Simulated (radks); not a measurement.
The numbers below are computed, except where a source is named.
Task: Ionisation of the iron ion Fe3+, [Ar] 3d5, to Fe4+, [Ar] 3d4, under several functionals. Scalar-relativistic Kohn-Sham, spin-polarised, spherical densities, point nucleus; open shells are filled with parallel spins first; a radial shooting solver on a logarithmic mesh with Libxc functionals. Known Delta-SCF values: LDA (Slater exchange, Perdew-Zunger correlation) 55.179 eV. What does B86b exchange with PBE correlation give, and what is its highest occupied eigenvalue?

Result: 55.090 eV by Delta-SCF; the 3d eigenvalue is -45.211 eV. NIST: 54.91 eV (measured).
